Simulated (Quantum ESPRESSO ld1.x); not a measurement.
Task: Coherent X-ray form factor from a spherical all-electron density. Calculated with ld1.x of Quantum ESPRESSO 7.5: scalar-relativistic Kohn-Sham, PBEsol, spin-unpolarised, spherical densities, point nucleus.

| sin(theta)/lambda (1/angstrom) | f0 (electrons) |
|---|---|
| 0.05 | 3.713 |
| 0.1 | 3.080 |
| 0.15 | 2.475 |
| 0.2 | 2.063 |
| 0.25 | 1.824 |
| 0.3 | 1.685 |
| 0.4 | 1.512 |
| 0.5 | 1.352 |
| 0.6 | 1.184 |
| 0.8 | 0.867 |
| 1 | 0.615 |
| 1.25 | 0.398 |
| 1.5 | 0.261 |
| 2 | 0.120 |

The species is in the configuration that NIST lists as its ground one. Which atom or ion scatters so?

Result: Neutral beryllium, [He] 2s2. Extrapolating in s^2 from the first two rows gives f0(0) = 3.9, near the electron count 4; among species with that count, the fall with angle is slower the higher Z, and the table is that of Z = 4; from so few rows the species is fixed only to a neighbour or two.
